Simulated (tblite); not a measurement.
A tight-binding relaxation on `C1[C@H](C[CH2][GeH2][SiH2]1)Cl`.

Computed with GFN2-xTB geometry optimisation, gas phase (tblite 0.8.0). Start geometry: from a force field or distance geometry. The input is one job of a driver script: a line of settings, then coordinates in Å.

Command:
```bash
OMP_NUM_THREADS=1 python probes_run.py task.json out
```

Input:
```
{"job": {"kind": "relax", "xc": "GFN2-xTB", "basis": "xTB"}, "charge": 0, "multiplicity": 1}
Cl    -0.247900    -0.356300     2.298300
C      0.192000    -1.162600     0.794200
C     -0.912600    -1.075400    -0.170200
C     -1.749600     0.221800    -0.046000
Ge    -0.607200     1.714800    -0.498700
Si     1.543800     0.863000    -0.638000
C      1.544900    -0.720900     0.328100
H      0.306400    -2.262500     1.044700
H     -1.632500    -1.900500     0.037500
H     -0.604200    -1.210100    -1.225800
H     -2.674000     0.194100    -0.619400
H     -1.920700     0.304200     1.066800
H     -0.712900     2.814200     0.606400
H     -1.062900     2.345000    -1.847800
H      1.791000     0.529200    -2.046100
H      2.536200     1.793100    -0.103600
H      2.170500    -0.567900     1.256200
H      2.031000    -1.517000    -0.248300
```

Output:
```
step      E/eV     max force
  0    -608.34598    3.060
  1    -608.60868    0.955
  2    -608.67106    0.737
  3    -608.72796    0.542
  4    -608.75861    0.437
  5    -608.78298    0.365
  6    -608.80365    0.440
  7    -608.82144    0.396
  8    -608.83472    0.296
  9    -608.84390    0.223
... (87 lines left out)
 97    -609.02443    0.039
 98    -609.02468    0.037
 99    -609.02492    0.035
100    -609.02512    0.024
101    -609.02523    0.018
102    -609.02529    0.016
103    -609.02532    0.013
104    -609.02535    0.014
105    -609.02538    0.015
106    -609.02541    0.009
```

«max force» is the largest atomic force in eV/Å.

Question: From which step on does the largest force stay under 0.1 eV/Å, and how much energy is left to gain from there?

Answer: From step 39 (0.085 eV/Å), 14.9 meV above the end.

Main results: energy lowered by 15.7 kcal/mol over 106 steps; largest atomic force 0.009 eV/Å at the end.

Question: Give the final coordinates.

Answer: 0.399 Å rms from the input after alignment:
```
atom  x, y, z in Å
Cl1    0.0882    0.1524    2.1254
C2     0.2555   -1.1130    0.8763
C3    -0.9975   -1.1615   -0.0101
C4    -1.7767    0.1483   -0.1287
Ge5   -0.5925    1.7228   -0.4435
Si6    1.6156    0.9661   -0.5411
C7     1.5378   -0.8354    0.1086
H8     0.3443   -2.0534    1.4291
H9    -1.6707   -1.9340    0.3732
H10   -0.6764   -1.4787   -1.0058
H11   -2.4980    0.0410   -0.9396
H12   -2.3541    0.3071    0.7823
H13   -0.8990    2.7631    0.6025
H14   -1.0848    2.3985   -1.7108
H15    2.1700    0.9285   -1.8990
H16    2.5276    1.7317    0.3118
H17    2.3883   -1.0218    0.7649
H18    1.6137   -1.5554   -0.7072
```

Hardware: Arm Neoverse V1, one thread, no GPU (shared host). Cost: 1.1 s of wall time.
Labels such as C1 count atoms from 1, the log's own numbers from 0.
